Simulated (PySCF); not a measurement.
SSn, SMILES [Sn]=[S] (connectivity only; charge and spin as stated), neutral, multiplicity 1.

Geometry optimised at PBE-D3(BJ)/def2-TZVP. The def2 effective core potentials stand for the cores of Sn; spin–orbit coupling is left out.

Two levels are set side by side: TDA-PBE/def2-TZVPD (PySCF) and TDA-M06-2X/def2-TZVPD (PySCF). Vertical, same geometry. The lowest singlet is HOMO−1→LUMO+1 50 %, HOMO→LUMO 50 % with PBE and HOMO→LUMO 49 %, HOMO−1→LUMO+1 49 % with the other functional; states are paired by order. Differences are taken from unrounded values.

```tsv
quantity	TDA-M06-2X	TDA-PBE	TDA-PBE minus TDA-M06-2X
lowest singlet excitation (eV)	3.15	3.09	-0.07
lowest triplet excitation (TDA) (eV)	2.60	2.46	-0.14
first bright state (f over 0.05) (eV)	5.27	5.08	-0.20
its oscillator strength	0.08	0.06	-0.02
```

Rough cost on one machine, each run with all the roots and properties that it gave: TDA-M06-2X against TDA-PBE about 7 times.
